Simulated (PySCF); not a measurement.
## Correlation energy of Pb+ (lead, charge +1)

[Xe] 4f14 5d10 6s1 6p1 7s1, high-spin 4P determinant (an excited configuration). Computed with PySCF 2.14 in aug-cc-pVTZ-DK3 (9s8p6d3f, 84 functions), with scalar relativity by spin-free X2C-1e. Frozen: [Xe] 4f14 5d10; 3 electrons correlated.

```json
{"level": "CCSD", "correlation energy (mhartree)": "-10.41"}
{"level": "(T)", "correlation energy (mhartree)": "-0.08"}
{"level": "CCSD(T)", "correlation energy (mhartree)": "-10.49"}
```

Diagnostics: T1 = 0.0083, D1 = 0.0193, largest double amplitude 0.035.

Spin-orbit coupling, absent here, splits the open shell strongly. The outer electron is Rydberg-like, and this basis confines it to a smaller radius and binds it less than a complete one would.

Cost of the coupled-cluster step: of the order of 2.2 core-seconds, for 3 correlated electrons.
